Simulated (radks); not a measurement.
Values are calculated unless marked as measured or tabulated.
Numerical settings for the scandium ion Sc+, [Ar] 3d1 4s1. Level of theory: Dirac Kohn-Sham, LDA (Slater exchange, Perdew-Wang correlation), spin-unpolarised, spherical densities, finite nucleus; open shells fill j = l - 1/2 first; Fermi nuclear charge, rms radius 3.5459 fm (a radial shooting solver on a logarithmic mesh with Libxc functionals). The defaults (mesh step 0.008 in ln r, mesh end at 40 bohr or more with all orbitals vanishing there, Anderson mixing 0.5 over 9 steps, residual threshold near 1e-9 with the energy settled to 1e-9 hartree or 1e-11 of itself, here a cap of 53 iterations) give E = -762.0659 hartree and 4s1/2 at -9.951 eV in 14 iterations. Run on one thread of a shared host, so times are rough (Arm Neoverse N1): 0.11 s of CPU time, 0.11 s wall, 14 iterations on 2259 mesh points. Changes against that run (0 stands for a change within the tolerance of the run):

setting                     iterations  converged  E (mhartree)  e(4s1/2) (meV)  CPU (s)
mesh step in ln r 0.012             14        yes             0               0     0.08
mesh step in ln r 0.005             14        yes             0               0     0.17
mesh step in ln r 0.2               53         no     -3.77e+06       -1.24e+06     0.15
mesh end (bohr) 8                   14        yes         +1.83            +101     0.11
mesh end (bohr) 12                  14        yes      +0.00614          +0.579     0.11
residual threshold 0.001             9        yes             0           -1.19     0.09
residual threshold 0.1               9        yes             0           -1.19     0.09
mixing 2.5                          16        yes             0               0     0.13
linear mixing, mixing 0.8           33        yes             0               0      0.2
linear mixing, mixing 0.05          53         no        +0.147            -301     0.32
mixing history 20                   18        yes             0               0     0.14
iteration cap 5                      5         no       +0.0162           +51.9     0.05

Settings that end as converged yet miss the energy by more than 1 mhartree: mesh end (bohr) 8 (+0.00183 hartree). A mesh that ends early acts as a hard wall.
